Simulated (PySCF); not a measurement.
# Radial density of Tb²⁺ (terbium, charge +2)

r2SCAN, [Xe] 4f8 5d1, one real determinant (an excited configuration). Computed with PySCF 2.14 in x2c-TZVPPall with one added diffuse shell each of s, p, d, f type (12s8p8d5f2g, 129 functions), with the spin-free X2C one-electron Hamiltonian (Gaussian nucleus).

```
r (bohr)  4πr²ρ (e/bohr)  4πr²(ρα − ρβ)
  0.0256           76.74         0.0041
  0.0431           93.06         0.0089
  0.0725           114.1         0.0142
   0.122           86.41         0.1335
   0.205           99.45         1.1415
   0.345           43.89         4.9048
   0.580           48.91         7.6134
   0.976           16.27         4.1418
    1.64           7.054         1.2226
    2.76          0.8117         0.3011
    4.65         0.04938         0.0475
    7.81       2.015e-05         0.0000
    13.1       1.146e-05         0.0000
```

Densities and radii are taken from the X2C orbitals without a picture-change correction, which distorts them close to the nucleus.

⟨L²⟩ = 17.80 against 30 for a pure H term, so this real determinant mixes terms. Spin-orbit coupling, absent here, splits the open shell strongly.
